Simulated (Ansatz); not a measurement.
Isolated molecules relaxed with PBE0-D4/def2-TZVP in Ansatz; ΔE leaves out vibrations. CBS: MP2 limit from def2 TZ/QZ plus the TZ coupled-cluster correction, frozen cores. This one scheme is used for every species. Functionals use def2-TZVPP. For Ge outer-core shells are correlated without core-valence functions, which leaves a few kJ/mol of doubt a bond. Scalar relativity is left out up to krypton. One conformer a species, not always the lowest.

`F[Si](F)(S)[GeH3]` + H₂ → `F[SiH](S)[GeH3]` + H–F  (hydrogenolysis of the Si–F bond)

CCSD(T)/CBS gives +124.3 kJ/mol.

Q: Another level gave +122.0 kJ/mol. Which?
A. CCSD/def2-TZVPP
B. r2SCAN/def2-TZVPP
C. SCS-MP2/def2-TZVPP
D. PBE0/def2-TZVPP

A: A. CCSD/def2-TZVPP 122.0, SCS-MP2/def2-TZVPP 126.3, PBE0 116.9, r2SCAN 133.5 kJ/mol.

Largest T1 diagnostic among the species: 0.012.

The D4 term adds +3.7 kJ/mol with B3LYP and +1.9 kJ/mol with PBE0; it sums over pairs of atoms, weighted by their polarisabilities, and B3LYP, whose exchange is more repulsive, gets the larger term.

CCSD(T)/CBS has its own doubt, a few kJ/mol and more with outer-core shells, so smaller differences from it don't rank the levels.

B3LYP here is the variant with VWN-RPA as its local correlation; programs differ in this.
